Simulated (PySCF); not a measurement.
UHF on Cl (chlorine, neutral)

Configuration: [Ne] 3s2 3p5, 2P determinant. All numbers are calculated (PySCF 2.14, scalar relativity by spin-free X2C-1e, in cc-pVTZ-DK).

```json
{"Total energy": "-460.894241 hartree", "One-electron energy": "-636.8102 hartree", "Hartree (Coulomb) energy": "203.5972 hartree", "Exchange energy": "-27.6813 hartree", "⟨S²⟩": "0.7592", "⟨L²⟩": "2.034", "Sum of ⟨r⟩": "15.78 bohr", "Sum of ⟨r²⟩": "27.46 bohr²", "Traceless quadrupole moment −½Σ⟨3z² − r²⟩ along its main axis": "1.67 e·bohr²", "Langevin diamagnetic susceptibility": "-21.7 ×10⁻⁶ cm³/mol", "Time after the integrals": "0.08 s of wall time on 1 thread of Neoverse-V2 (shared host)"}
```

| shell | electrons | mean orbital energy (hartree) | spread (hartree) | rms radius, mean of both spins (bohr) |
| --- | --- | --- | --- | --- |
| 1s α | 1 | -105.26137 | 0 | 0.105 |
| 1s β | 1 | -105.25033 | 0 | 0.105 |
| 2s α | 1 | -10.67694 | 0 | 0.479 |
| 2s β | 1 | -10.66571 | 0 | 0.479 |
| 2p α | 3 | -8.08068 | 0.02454 | 0.451 |
| 2p β | 3 | -8.06049 | 0.01892 | 0.451 |
| 3s α | 1 | -1.14130 | 0 | 1.67 |
| 3s β | 1 | -1.01995 | 0 | 1.67 |
| 3p α | 3 | -0.52707 | 0.07860 | 2.01 |
| 3p β | 2 | -0.47898 | 0 | 2.01 |

Densities and radii are taken from the X2C orbitals without a picture-change correction, which distorts them close to the nucleus.
